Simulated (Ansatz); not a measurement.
**A ladder of methods for GeH2O (germanone)**

The species is GeH2O (4 atoms), meant as a singlet with charge 0. SMILES: `[O]=[GeH2]`. Geometry: a GFN2-xTB relaxation, a rough one for these elements and not checked as a minimum.

Quantity: the electronic atomisation energy, in eV. The values are calculated. Electronic energies at fixed atoms, without zero-point motion or spin-orbit coupling.

```csv
level,kind,program,value (eV),less FCI/STO-3G,CPU time (all runs)
HF/STO-3G,Hartree–Fock,Ansatz,8.14,-3.68,0.28 s
BHLYP/STO-3G,global hybrid,Ansatz,13.37,+1.55,2.5 s
r2SCAN0/STO-3G,hybrid meta-GGA,Ansatz,14.13,+2.31,19 s
HSE06/STO-3G,range-separated hybrid,Ansatz,14.50,+2.68,7.9 s
wB97M-V/STO-3G,range-separated hybrid,Ansatz,15.24,+3.42,37 s
B2PLYP/STO-3G,double hybrid,Ansatz,13.69,+1.87,3.3 s
CCSDT(Q)/STO-3G,coupled cluster or CI,Ansatz,11.82,0.00,1.2 s
CCSDT/STO-3G,coupled cluster or CI,Ansatz,11.82,0.00,1 s
FCI/STO-3G,"full CI, core frozen",Ansatz,11.82,0.00,7.5 s
```

FCI/STO-3G is exact within its basis and frozen core, so for wave-function methods in that basis the difference is their error; functionals converge differently with the basis, so for them it is only a difference. All-electron rows without a relativistic Hamiltonian named are non-relativistic. The values span 8.14 to 15.24 eV. Spin contamination of the reference (⟨S²⟩ at least 0.1 too high) touches r2SCAN0/STO-3G, HSE06/STO-3G, wB97M-V/STO-3G (up to 0.21 too high). All rows use very small basis sets, so none should be taken for the real molecule's value. In the correlated wave-function rows the outer d shell of Ge is correlated, in sets not made for it. In so small a basis fixed costs decide the times, and correlated methods can beat functionals. Times are those of the runs behind each value, whatever else they computed, on shared processors of several kinds: orders of magnitude only.
